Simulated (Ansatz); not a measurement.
`CC(C)O[Si]OC(C)C` + `F[SiH3]` → `CC(C)O[Si]F` + `CC(C)O[SiH3]`  (redistribution)

Isolated molecules relaxed with PBE0-D4/def2-TZVP in Ansatz; ΔE leaves out vibrations. CBS: MP2 limit from def2 TZ/QZ plus the TZ coupled-cluster correction, frozen cores. This one scheme is used for every species. DFT in def2-TZVPP. B3LYP here is the variant with VWN-RPA as its local correlation; programs differ in this. Each species was taken in one conformer, which may not be the lowest.

| level | ΔE (eV) |
| --- | --- |
| PBE-D4 | -0.07 |
| r2SCAN-D4 | -0.08 |
| PBE0-D4 | -0.08 |
| ωB97X-V | -0.10 |
| B3LYP | -0.14 |
| HF/def2-TZVPP | -0.16 |
| CCSD/def2-TZVPP | -0.09 |
| HF/def2-QZVPP | -0.16 |

Q: What does CCSD(T)/CBS give? (An estimate is asked.)

A: Computed: -0.07 eV. The listed levels differ from it by 0.00, -0.01, -0.01, -0.03, -0.07, -0.09, -0.02, -0.09 eV.

Largest T1 diagnostic among the species: 0.013.

In def2-TZVPP, CCSD(T) changes the Hartree–Fock value by +0.09 eV (the triples alone add +0.02 eV) and MP2 by +0.11 eV. The D4 term adds +0.08 eV with B3LYP and +0.06 eV with PBE0; it sums over pairs of atoms, weighted by their polarisabilities, and B3LYP, whose exchange is more repulsive, gets the larger term.
